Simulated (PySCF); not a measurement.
**Excitation energy of Ne²⁺ by level of theory**

Ne²⁺ [He] 2s2 2p4 (3P) → Ne²⁺ [He] 2s1 2p5 (3P), as a difference of total energies. Calculation: PySCF 2.14, in cc-pV5Z (6s5p4d3f2g1h, 91 functions); no relativity, point nucleus. Correlated levels: valence: 1s2 frozen. The calculations carry no spin-orbit coupling.

```json
{"method": "UHF", "excitation energy (eV)": "26.479"}
{"method": "LDA", "excitation energy (eV)": "22.583"}
{"method": "PBE", "excitation energy (eV)": "22.906"}
{"method": "PBE0", "excitation energy (eV)": "23.830"}
{"method": "r2SCAN", "excitation energy (eV)": "23.896"}
{"method": "M06", "excitation energy (eV)": "23.421"}
{"method": "M06-L", "excitation energy (eV)": "23.904"}
{"method": "BHandHLYP", "excitation energy (eV)": "24.672"}
{"method": "PBEsol", "excitation energy (eV)": "22.815"}
{"method": "ROHF", "excitation energy (eV)": "26.386"}
{"method": "MP2 (valence)", "excitation energy (eV)": "25.481"}
{"method": "SCS-MP2 (valence)", "excitation energy (eV)": "25.385"}
```

Task: How much does correlation contribute at MP2 (valence)?

Result: 25.481 − (26.479) = -0.998 eV, measured against UHF.
